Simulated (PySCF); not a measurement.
# Electron correlation in Mg (magnesium, neutral)

[Ne] 3s1 3d1, high-spin 3D determinant (an excited configuration). Computed with PySCF 2.14 in x2c-QZVPPall with one added diffuse shell each of s, p, d, f type (10s7p6d3f, 82 functions), with the spin-free X2C one-electron Hamiltonian (Gaussian nucleus). Frozen: 1s2; 10 electrons correlated.

| level | correlation energy (mhartree) |
| --- | --- |
| CCSD | -266.44 |
| (T) | -2.51 |
| CCSD(T) | -268.95 |

Diagnostics: T1 = 0.010, D1 = 0.0426, largest double amplitude 0.038.

The outer electron is Rydberg-like, and this basis confines it to a smaller radius and binds it less than a complete one would.

Cost of the coupled-cluster step: of the order of 50 core-seconds, for 10 correlated electrons.

This basis was not built for core-valence correlation, so the inner-shell part is incomplete.
